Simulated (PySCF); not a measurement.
Isomers of CH9NSi2. All species are isolated molecules in the gas phase. One relaxed conformer stands for each flexible species; it need not be the lowest. Strings in code marks are SMILES.

Method: B3LYP-D3(BJ)/def2-TZVP // PBE0-D4/def2-TZVP in PySCF. All candidates: neutral, multiplicity 1. B3LYP has the VWN-RPA correlation part, as in Gaussian. Excitations are Tamm–Dancoff values on a coarser integration grid. The basis has no diffuse functions, so Rydberg states are missing or too high.

- HOMO–LUMO gap: 7.10 eV
- S1 excitation (TDA): 6.01 eV
- LUMO: -0.05 eV

Task: Name which member has these values.
A) `[SiH3]CN[SiH3]` (Si–C–N–Si torsion 155°)
B) `C[SiH2][SiH2]N`
C) `NC[SiH2][SiH3]`
D) `C[SiH2]N[SiH3]` (C–Si–N–Si torsion 75°)

Result: D, `C[SiH2]N[SiH3]` (C–Si–N–Si torsion 75°). The others give `NC[SiH2][SiH3]`: 6.81 eV, 5.77 eV, 0.00 eV; `[SiH3]CN[SiH3]` (Si–C–N–Si torsion 155°): 6.59 eV, 5.51 eV, -0.03 eV; `C[SiH2][SiH2]N`: 6.80 eV, 5.70 eV, -0.18 eV
